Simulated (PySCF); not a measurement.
**Vibration and rotation of GaBr**

RHF-CCSD(T) constants of GaBr, ¹Σ⁺ (singlet), closed shell (PySCF, spin-free X2C with a Gaussian nucleus, basis sets Ga x2c-SVPall, Br x2c-SVPall; masses 68.9256 and 78.9183 u):

| Item | Value |
| --- | --- |
| ωe | 276.0 cm⁻¹ |
| ωexe | 0.648 cm⁻¹ |
| Be | 0.082177 cm⁻¹ |
| αe | 0.000301 cm⁻¹ |
| D (centrifugal) | 2.91e-08 cm⁻¹ |
| De to Ga + Br | 4.07 eV |

(1) Give the band origin of the fundamental and the first lines of its P and R branches.

(2) Near which J would the R branch turn back, without centrifugal distortion?

Correlated steps freeze 18 core orbitals. Correlated levels converge slowly with the basis: in double zeta they bind strong bonds too weakly, by up to about 1 eV, and carry superposition errors of some tenths. Where the molecule has an RHF reference, its open-shell atoms are computed with UHF.

Answers

(1) ν0 = ωe − 2ωexe = 274.7 cm⁻¹, B0 = 0.082027, B1 = 0.081726 cm⁻¹.

```
J″  P(J″) − ν0  R(J″) − ν0
 0                   0.163
 1      -0.164       0.326
 2      -0.329       0.489
 3      -0.494       0.650
 4      -0.660       0.811
 5      -0.826       0.972
 6      -0.993       1.131
```

(2) At J ≈ (B0 + B1)/(2(B0 − B1)) − 1 ≈ 270.
